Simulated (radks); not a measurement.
The numbers below are computed, except where a source is named.
Question: Ionisation of the iron ion Fe+, [Ar] 3d6 4s1, to [Ar] 3d6 as the strength of local exchange is varied. Code: a radial shooting solver on a logarithmic mesh with Libxc functionals. Model: non-relativistic Kohn-Sham, Slater X-alpha exchange (alpha = 2/3 is LDA exchange), no correlation, spin-polarised, spherical densities, point nucleus; open shells are filled with parallel spins first.

| alpha | E(Fe+) (hartree) | exchange (hartree) | IE (eV) | -e of the level emptied (eV) | <r> of it (bohr) |
|---|---|---|---|---|---|
| 0.56 | -1250.71254 | -42.28243 | 15.306 | 11.567 (4s) | 2.765 |
| 0.582 | -1252.37477 | -44.00328 | 15.483 | 11.748 (4s) | 2.751 |
| 0.667 | -1258.81819 | -50.69387 | 16.175 | 12.460 (4s) | 2.698 |
| 0.679 | -1259.73056 | -51.64378 | 16.273 | 12.562 (4s) | 2.690 |
| 0.881 | -1275.18894 | -67.83116 | 17.961 | 14.332 (4s) | 2.573 |
| 0.99 | -1283.60855 | -76.71970 | 18.895 | 15.327 (4s) | 2.514 |
| x | -1287.17816 | -80.50296 | 19.295 | 15.756 (4s) | 2.490 |

Which alpha was used in the last row?

Answer: alpha = 1.036. NIST Atomic Spectra Database: 16.199 eV (measured). The Delta-SCF value meets it near alpha = 0.67. Open shells are spherical and high-spin; term and fine-structure splittings are not resolved.
